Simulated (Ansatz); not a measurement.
Cost and result up the ladder for (LiOH)3 ring (Li3O3H3) (9 atoms). Charge 0, multiplicity 1. Geometry: PBE0-D4/def2-SVP.

```tsv
atom	x (Å)	y (Å)	z (Å)
Li1	-0.299	-0.810	-1.356
O2	-0.296	0.934	-1.608
Li3	0.046	1.606	-0.017
O4	0.353	0.949	1.588
Li5	0.253	-0.797	1.372
O6	-0.053	-1.882	0.020
H7	-0.451	1.409	-2.426
H8	0.531	1.431	2.397
H9	-0.084	-2.840	0.030
```

Ansatz on 4 threads of Arm Neoverse V1 on a shared host. Times are rough, and most runs start from the orbitals of an earlier one. CAM-B3LYP-D4/def2-TZVP serves as the yardstick here, not as an exact answer. Differences are given only for rows in sets of like size (and for xTB, whose basis is part of the method), since another set adds its own error. Binding counts from free atoms at the same level (Li doublet, O triplet, H doublet; other spins of the atoms weren't run), without zero-point energy or a counterpoise term.

LC-ωPBE has ω = 0.4 bohr⁻¹. HSE06 is defined as in plane-wave codes, on full-range PBE exchange. Correlated methods freeze 3 core orbitals; core or outer-core shells of Li are correlated, in sets that lack core-valence functions.

Correlated methods converge slowly with the basis.

```tsv
level	functions	wall time
LDA (SPW92)/def2-TZVP	153	0.6 s
PBE-D4/def2-SVP	84	0.7 s
PBE0-D4/def2-SVP	84	0.8 s
MP2/def2-TZVP	153	0.85 s
PBE-D4/def2-TZVP	153	1 s
PBE0-D4/def2-TZVP	153	1.1 s
LC-ωPBE/def2-TZVP	153	1.2 s
HSE06-D4/def2-TZVP	153	1.2 s
CAM-B3LYP-D4/def2-TZVP	153	1.3 s
r2SCAN-D4/def2-TZVP	153	1.9 s
r2SCAN0-D4/def2-TZVP	153	2.2 s
B97M-V/def2-TZVP (with forces)	153	4.8 s
CCSD(T)/def2-TZVPP	192	58 s
```

Q: Estimate what each level gives for the binding energy per atom (eV).

A: 
```csv
level,binding energy per atom (eV),difference from CAM-B3LYP-D4/def2-TZVP (eV)
LDA (SPW92)/def2-TZVP,4.05,0.45
PBE-D4/def2-SVP,3.64,–
PBE0-D4/def2-SVP,3.52,–
MP2/def2-TZVP,3.52,-0.08
PBE-D4/def2-TZVP,3.59,-0.01
PBE0-D4/def2-TZVP,3.47,-0.13
LC-ωPBE/def2-TZVP,3.51,-0.09
HSE06-D4/def2-TZVP,3.48,-0.12
CAM-B3LYP-D4/def2-TZVP,3.60,0.00
r2SCAN-D4/def2-TZVP,3.53,-0.07
r2SCAN0-D4/def2-TZVP,3.44,-0.16
B97M-V/def2-TZVP (with forces),3.53,-0.07
CCSD(T)/def2-TZVPP,3.50,-0.10
```
